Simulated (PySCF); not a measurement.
CrO₃, SMILES [O]=[Cr](=[O])=[O], singlet (PBE0/def2-SVP optimised geometry):

```
4

Cr    -0.462    -0.229     0.000
O     -1.089     1.191     0.000
O      1.089    -0.229     0.000
O     -1.089    -1.191     1.044
```

Calculation: PBE0/def2-TZVP run with PySCF.

Task: What are the frontier orbital energies and the dipole moment?

Result: HOMO-2 -10.03 eV, HOMO-1 -10.03 eV, HOMO -9.30 eV, LUMO -5.14 eV, LUMO+1 -3.67 eV; dipole moment 3.19 D.

Meta-Löwdin charges at PBE0/def2-TZVP: Cr1 1.38, O2 -0.46, O3 -0.46, O4 -0.46.
